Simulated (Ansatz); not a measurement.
Gas-phase electronic energies from Ansatz, PBE0-D4/def2-TZVP geometries. CBS: MP2 limit from def2 TZ/QZ plus the TZ coupled-cluster correction, frozen cores. This one scheme is used for every species. DFT in def2-TZVPP. One conformer a species, not always the lowest.

Consider the substitution at a C–B bond: `CB(S)C(N)F` + CH₃SH → `CSC(N)F` + `CBS`.

```csv
species,PBE-D4 energy (Eh)
`CB(S)C(N)F`,-657.75223
CH₃SH,-438.49793
`CSC(N)F`,-632.29218
`CBS`,-463.94731
```

Problem. Work out ΔE.

Solution. ΔE = (-632.29218) + (-463.94731) − (-657.75223) − (-438.49793) = 0.01067 Eh = +6.7 kcal/mol. CCSD(T)/CBS gives +7.0 kcal/mol.

Largest T1 diagnostic among the species: 0.013.

The D4 term adds +0.8 kcal/mol with B3LYP and +0.5 kcal/mol with PBE0; it sums over pairs of atoms, weighted by their polarisabilities, and B3LYP, whose exchange is more repulsive, gets the larger term. In def2-TZVPP, CCSD(T) changes the Hartree–Fock value by +1.3 kcal/mol (the triples alone add −0.2 kcal/mol) and MP2 by +0.7 kcal/mol.

B3LYP here is the variant with VWN-RPA as its local correlation; programs differ in this.
